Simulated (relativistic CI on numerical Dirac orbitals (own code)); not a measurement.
## O²⁺: calculation against measurement

Computed by Dirac-Coulomb-Breit CI, orbitals from a KLI potential per configuration, a model potential for QED, valence Slater integrals scaled by 0.85, configuration energies shifted to the measured levels that pair with them (semi-empirical) (own radial code, finite nucleus).

CI space (outside the closed core 1s2): 2s2.2p2, 2s.2p3, 2s2.2p.3s, 2p4, 2s2.2p.3p, 2s2.2p.3d, 2s2.2p.4s, 2s.2p2.3p, 2s2.2p.4p, 2s2.2p.4d, 2s2.2p.4f, 2p3.3s, 2s.2p2.3s, 2s2.3s2, 2p3.3p, 2s2.3s.3p, 2p3.3d, 2s2.3s.3d, 2s2.3p2, 2s.2p2.3d, 2s2.3p.3d, 2s2.3d2, 2s.2p2.4s, 2s.2p.3s2, 2s.2p2.4p, 2s.2p2.4d, 2s.2p2.4f. Levels of other configurations are missing.

```csv
Configuration,Term (tabulated),J,Measured (cm⁻¹),Computed,Error,Purity (%)
2s2.2p2,3P,0,0.0,0,0,98
2s2.2p2,3P,1,113.2,111,-2,98
2s2.2p2,1D,2,20273.3,19666,-607,98
2s2.2p2,1S,0,43185.7,37727,-5459,95
2s.2p3,5S°,2,60324.8,62236,1911,100
2s.2p3,1D°,2,187054.0,188961,1907,98
2s.2p3,3S°,1,197087.7,195180,-1907,99
2s.2p3,1P°,1,210461.8,208327,-2135,98
2s2.2p.3s,3P°,0,267258.7,267262,3,96
2s2.2p.3s,3P°,1,267377.1,267378,1,96
2s2.2p.3s,3P°,2,267634.0,267633,-1,96
2s2.2p.3s,1P°,1,273081.3,272362,-719,95
2p4,3P,2,283759.7,283762,2,95
2p4,3P,1,283977.4,283978,0,95
2p4,3P,0,284071.9,284071,-1,95
2s2.2p.3p,1P,1,290958.2,292126,1168,95
2s2.2p.3p,3D,1,293866.5,294420,554,96
2s2.2p.3p,3D,2,294002.9,294554,551,96
2s2.2p.3p,3D,3,294223.1,294774,551,96
2s2.2p.3p,3S,1,297558.7,297559,0,96
2p4,1D,2,298294.0,300814,2520,92
2s2.2p.3p,3P,1,300312.0,299985,-327,93
2s2.2p.3p,3P,2,300442.5,300115,-328,93
2s2.2p.3p,1D,2,306586.1,305941,-645,92
2s2.2p.3p,1S,0,313802.8,312336,-1467,94
2s2.2p.3d,1D°,2,324735.7,324736,0,81
2s2.2p.3d,1F°,3,331821.4,331878,57,96
2s2.2p.3d,1P°,1,332778.9,332249,-530,95
2p4,1S,0,343306.3,340553,-2753,90
2s2.2p.4s,1P°,1,358668.9,358669,0,98
2s.2p2.3p,3S°,1,363263.4,363263,0,98
2s2.2p.4p,1P,1,365726.8,365843,116,93
2s2.2p.4p,3S,1,367953.9,367838,-116,99
```

Measured levels from Moore, Selected Tables of Atomic Spectra, NSRDS-NBS 3, section 11; pairs were made by configuration, J and term (by order where the table uses no LS term), so strongly mixed levels may be paired wrongly. Some J values or terms of the table were assigned by a fit.

Mean error by configuration (cm⁻¹): 2s2.2p2 -2023; 2s.2p3 -56; 2s2.2p.3s -179; 2p4 -46; 2s2.2p.3p 6; 2s2.2p.3d -158; 2s2.2p.4s 0; 2s.2p2.3p 0; 2s2.2p.4p 0. Over the excited levels the mean absolute error is 823 cm⁻¹ (32 of the 32 excited levels that our extract of the source holds in range could be paired), and the median relative error of those above 1,000 cm⁻¹ is 0.16 %, both after the shifts were fitted to these levels, so that a configuration with one level shows no error. Some levels of the ground configuration have no partner.

Configurations whose levels could be paired with our table of measured levels were shifted onto them, all but the ground configuration, by the median error of their levels; single terms can still be off by 1,000 to 2,000 cm⁻¹ or more, and rates follow the energies as ν³ (E1, M1) or ν⁵ (E2). The others borrow a shift and can be off by several thousand cm⁻¹ or more. The fine structure of a lone outer electron comes out too small, for d and f at times inverted, and misplaced configurations move strength between like terms. 32 of the 32 excited levels that our extract of the measured tables holds in this range could be paired (the sources list more); they are missed by 823 cm⁻¹ on average and 5459 at most, after the shifts were fitted to these levels, and levels without a partner can miss by more. Some levels of the ground configuration have no partner and can miss by 10 % or more.

Shifts applied (cm⁻¹): 2s2.2p2 0; 2s.2p3 -1225; 2s2.2p.3s 1484; 2p4 -10672; 2s2.2p.3p 725; 2s2.2p.3d 396; 2s2.2p.4s -8198; 2s.2p2.3p -1767; 2s2.2p.4p -8672.
